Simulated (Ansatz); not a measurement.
```yaml
crystal:
  periodic: [false, false, false]
  atoms:
    - {symbol: C, position_ang: [1.328430, -1.358077, 0.954882]}
    - {symbol: C, position_ang: [0.595054, -0.327519, 0.156549]}
    - {symbol: C, position_ang: [1.261048, 0.510158, -0.726781]}
    - {symbol: C, position_ang: [0.592223, 1.461964, -1.481701]}
    - {symbol: C, position_ang: [-0.782132, 1.580522, -1.347791]}
    - {symbol: C, position_ang: [-1.469337, 0.760217, -0.470829]}
    - {symbol: C, position_ang: [-0.796264, -0.196683, 0.287458]}
    - {symbol: N, position_ang: [-1.499870, -1.055646, 1.119612]}
    - {symbol: H, position_ang: [1.244515, -1.176856, 2.033682]}
    - {symbol: H, position_ang: [2.390643, -1.357447, 0.709196]}
    - {symbol: H, position_ang: [0.938406, -2.363741, 0.765948]}
    - {symbol: H, position_ang: [2.337372, 0.407062, -0.824369]}
    - {symbol: H, position_ang: [1.138080, 2.101412, -2.164611]}
    - {symbol: H, position_ang: [-1.326749, 2.317478, -1.927231]}
    - {symbol: H, position_ang: [-2.546092, 0.855183, -0.368657]}
    - {symbol: H, position_ang: [-2.418812, -0.737358, 1.379795]}
    - {symbol: H, position_ang: [-0.986536, -1.420649, 1.904849]}
basis:
  gaussian: {orbitals: def2-TZVPD, fitting: {mean_field: def2-universal-jkfit}}
total_charge: 1
magnetization: {spin_polarized: true, initial_magnetization: 1}
hamiltonian: {xc: {name: PBE1PBE}, dispersion: d4}
scf: {lower_state_search: light}
output: {forces: true}
```

```sh
$ ansatz run in.yaml --threads 2 --pin off --events-out ev --progress --plain --max-ram 32768MiB --backend cuda --devices 0, --max-vram 18GiB
```

Question: How does Ansatz answer? (An estimate is asked.)

Answer: Computed: The input was rejected before any iteration.
```
Error: YAML parse error: error: line 25 column 19: hamiltonian.xc: no functional is named "PBE1PBE"; the names, which are not case-sensitive, are SVWN5, SPW92, PBE, PBE0, PBEsol, revPBE, revPBE0, RPBE, rPW86-PBE, HSE06, wPBEh, LC-wPBE, HISS, HF, BLYP, B3LYP, B3LYP5, BHLYP, CAM-B3LYP, r2SCAN, r2SCANh, r2SCAN0, r2SCAN50, m-r2SCAN, B97, wB97, wB97X, wB97X-V, B97M-V, wB97M-V, B2PLYP, B2GP-PLYP, PBE0-DH, PBE-QIDH
23 | total_charge: 1
24 | magnetization: {spin_polarized: true, initial_magnetization: 1}
25 | hamiltonian: {xc: {name: PBE1PBE}, dispersion: d4}
26 | scf: {lower_state_search: light}
27 | output: {forces: true}
```

HSE06 is defined as in plane-wave codes.
